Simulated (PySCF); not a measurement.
A table of computed properties in which two entries of one column were swapped by mistake.

| no. | species (SMILES) | level of the electronic properties | HOMO–LUMO gap | smallest rotational constant | HOMO energy |
| --- | --- | --- | --- | --- | --- |
| 1 | CC[Si]1(C(Cl)(Cl)Cl)CSC1 | PBE0/pcSseg-1 | 5.61 eV | 1.468 GHz | -6.49 eV |
| 2 | O=C(Cl)/C=C(/F)Cl | CAM-B3LYP/def2-SVPD | 8.41 eV | 0.768 GHz | -9.93 eV |
| 3 | COCCS(=O)(=O)Cl | CAM-B3LYP/def2-SVPD | 9.73 eV | 0.927 GHz | -9.76 eV |
| 4 | C#C[P+](C)(C)CC | PBE0/def2-SVPD | 8.25 eV | 1.460 GHz | -13.13 eV |
| 5 | CO[SiH2]C(=O)O | PBE0/def2-SVPD | 6.94 eV | 0.435 GHz | -7.76 eV |

Geometries and rotational constants: GFN2-xTB. Each SMILES stands for a single optimised conformer of the isolated species, non-relativistic unless stated; the electronic structure was computed with PySCF and density fitting.

The conformers computed, where there is a choice (atom-mapped SMILES and torsion angles):
- `[CH3:1][CH2:2][Si:3]1([C:4]([Cl:5])([Cl:6])[Cl:7])[CH2:8][S:9][CH2:10]1`: C1–C2–Si3–C4 -61°, C2–Si3–C4–Cl5 72°
- `[O:1]=[C:2]([Cl:3])/[CH:4]=[C:5](/[F:6])[Cl:7]`: O1–C2–C4–C5 0°
- `[CH3:1][O:2][CH2:3][CH2:4][S:5](=[O:6])(=[O:7])[Cl:8]`: C1–O2–C3–C4 -149°, O2–C3–C4–S5 43°, C3–C4–S5–O6 -97°
- `[CH:1]#[C:2][P+:3]([CH3:4])([CH3:5])[CH2:6][CH3:7]`: C2–P3–C6–C7 -58°
- `[CH3:1][O:2][SiH2:3][C:4](=[O:5])[OH:6]`: C1–O2–Si3–C4 49°, O2–Si3–C4–O5 -32°, H–O6–C4–Si3 180°

Task: Which two entries changed places?

Result: The smallest rotational constant of rows 1 and 5. The true values are 0.435 GHz for `CC[Si]1(C(Cl)(Cl)Cl)CSC1` (19 atoms, 120 electrons) and 1.468 GHz for `CO[SiH2]C(=O)O` (12 atoms, 56 electrons), the smallest and the largest in that column.

Task: Restore the column in rising order.

Result: row 1: 0.435 GHz, row 2: 0.768 GHz, row 3: 0.927 GHz, row 4: 1.460 GHz, row 5: 1.468 GHz.

Task: Give the restored column in cm⁻¹.

Result: row 1: 0.0145 cm⁻¹, row 2: 0.0256 cm⁻¹, row 3: 0.0309 cm⁻¹, row 4: 0.0487 cm⁻¹, row 5: 0.0490 cm⁻¹.
